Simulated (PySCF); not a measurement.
C3H5AlClF, SMILES [Al]([F])([CH2]C=C)[Cl].

The structure is a stationary point at PBE0-D3(BJ)/def2-SVP. The structure was generated by enumeration; whether it is a known compound was not checked. Other conformers were not sampled.

Vertical ionisation energy (IE) and electron affinity (EA) in eV. Rows of orbital energies are one-electron estimates. Where ΔSCF, EOM or ADC give a negative EA the extra electron is unbound and the value depends on the basis.

```tsv
level	IE	EA
−ε(HOMO), −ε(LUMO), B3LYP/def2-TZVP (PySCF)	7.19	1.41
−ε(HOMO), −ε(LUMO), PBE/def2-TZVP (PySCF)	6.31	2.11
```
